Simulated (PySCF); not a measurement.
**Relaxation of singlet K4**

These are results of PBE0/[K def2-TZVP], no relativity, density fitting, PySCF, not measurements. A (50,194) grid was used.

A start at or just off a symmetric point, pushed along the force that breaks its symmetry, of D2h symmetry, free to break it:

Coordinates in bohr (charge 0 multiplicity 1):
```
K     4.0452    4.0379    0.0000
K    -4.0730    4.0803    0.0000
K    -4.0452   -4.0379    0.0000
K     4.0730   -4.0803    0.0000
```

Optimiser trace:
```json
{"step": "0", "E − E(last) (kJ/mol)": "52.93", "largest gradient (Eh/bohr)": "0.00235"}
{"step": "1", "E − E(last) (kJ/mol)": "50.42", "largest gradient (Eh/bohr)": "0.00236"}
{"step": "2", "E − E(last) (kJ/mol)": "47.88", "largest gradient (Eh/bohr)": "0.00241"}
{"step": "3", "E − E(last) (kJ/mol)": "45.29", "largest gradient (Eh/bohr)": "0.00247"}
{"step": "4", "E − E(last) (kJ/mol)": "42.67", "largest gradient (Eh/bohr)": "0.00252"}
{"step": "5", "E − E(last) (kJ/mol)": "40.01", "largest gradient (Eh/bohr)": "0.00257"}
{"step": "6", "E − E(last) (kJ/mol)": "37.32", "largest gradient (Eh/bohr)": "0.00262"}
{"step": "7", "E − E(last) (kJ/mol)": "34.61", "largest gradient (Eh/bohr)": "0.00267"}
{"step": "8", "E − E(last) (kJ/mol)": "31.89", "largest gradient (Eh/bohr)": "0.00270"}
{"step": "9", "E − E(last) (kJ/mol)": "15.08", "largest gradient (Eh/bohr)": "0.00261"}
{"step": "10", "E − E(last) (kJ/mol)": "3.03", "largest gradient (Eh/bohr)": "0.00146"}
{"step": "11", "E − E(last) (kJ/mol)": "0.09", "largest gradient (Eh/bohr)": "0.00032"}
{"step": "12", "E − E(last) (kJ/mol)": "0.08", "largest gradient (Eh/bohr)": "0.00027"}
{"step": "13", "E − E(last) (kJ/mol)": "0.06", "largest gradient (Eh/bohr)": "0.00025"}
{"step": "14", "E − E(last) (kJ/mol)": "0.02", "largest gradient (Eh/bohr)": "0.00014"}
{"step": "15", "E − E(last) (kJ/mol)": "0.00", "largest gradient (Eh/bohr)": "0.00006"}
```

It ends at D2h with K–K 4.036 Å, K–K 4.513 Å (×4); K–K–K 53.1° (×2), K–K–K 63.4° (×4), K–K–K 126.9° (×2) (after a last refinement on a finer grid). A frequency run shows a minimum. Other isomers or separated fragments may lie lower.

The relaxation took 26 s on 4 threads of a shared Intel Xeon 6975P-C (Granite Rapids) host, with 132 basis functions and 16 gradients. Launch command: `OMP_NUM_THREADS=4 python axn.py task.json out`.
